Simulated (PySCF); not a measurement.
H8N2OSi2, SMILES N[SiH2]N[SiH2]O. Coordinates come from a PBE0-D3(BJ)/def2-SVP optimisation. The structure was generated by enumeration, and PubChem lists no compound with its InChIKey, so it may never have been made. The values are those of a single conformer.

Give the equilibrium geometry at PBE0-D3(BJ)/def2-SVP (PySCF confirms it by a frequency run) as bond lengths and angles. (Estimate from the structure and the level; the computed values follow.)

Several could match; the one computed here: 
Atoms: N1 Si2 N3 Si4 O5 H6 H7 H8 H9 H10 H11 H12 H13. Bonded distances (Å): N1–Si2 1.724, N1–H6 1.012, N1–H7 1.013, Si2–N3 1.747, Si2–H8 1.491, Si2–H9 1.494, N3–Si4 1.733, N3–H10 1.019, Si4–O5 1.668, Si4–H11 1.493, Si4–H12 1.487, O5–H13 0.962. Angles (°): Si2–N1–H6 120.9, Si2–N1–H7 122.8, H6–N1–H7 111.7, N1–Si2–N3 116.4, N1–Si2–H8 110.4, N1–Si2–H9 103.9, N3–Si2–H8 104.0, N3–Si2–H9 110.5, H8–Si2–H9 111.9, Si2–N3–Si4 130.2, Si2–N3–H10 115.1, Si4–N3–H10 114.7, N3–Si4–O5 114.0, N3–Si4–H11 105.9, N3–Si4–H12 110.9, O5–Si4–H11 111.3, O5–Si4–H12 103.1, H11–Si4–H12 112.0, Si4–O5–H13 116.0.
